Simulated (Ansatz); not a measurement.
One change: `C[O][Ge][F]` becomes `[F][Ge][O][SiH3]`.

Ansatz, PBE0-D4/def2-TZVP geometries, multiplicity 1. Each molecule was computed in one conformer, which needn't be the lowest.

Scalar relativity is left out up to krypton.

```
                                                                                  property  `C[O][Ge][F]`
                                                         HOMO energy (PBE/def2-TZVPP) / eV          -6.88
                                                         LUMO energy (PBE/def2-TZVPP) / eV          -2.67
                                                     HOMO energy (ωB97M-V/def2-TZVPP) / eV         -10.44
                                                        LUMO energy (PBE0/def2-TZVPP) / eV          -1.92
                                        size of the dipole moment (ωB97M-V/def2-TZVPP) / D           0.84
ideal-gas entropy at 298 K and 1 bar (rigid rotor, harmonic PBE0-D4/def2-TZVP) / J/(mol·K)            321
```

Question: What does the change do to each property? (Estimate.)

Answer: Computed: 
| property | `[F][Ge][O][SiH3]` | shift |
| --- | --- | --- |
| HOMO energy (PBE/def2-TZVPP) / eV | -7.31 | -0.43 |
| LUMO energy (PBE/def2-TZVPP) / eV | -3.05 | -0.38 |
| HOMO energy (ωB97M-V/def2-TZVPP) / eV | -10.77 | -0.33 |
| LUMO energy (PBE0/def2-TZVPP) / eV | -2.27 | -0.35 |
| size of the dipole moment (ωB97M-V/def2-TZVPP) / D | 1.57 | 0.73 |
| ideal-gas entropy at 298 K and 1 bar (rigid rotor, harmonic PBE0-D4/def2-TZVP) / J/(mol·K) | 345 | 24 |

Dipoles are sizes alone; their direction can turn.
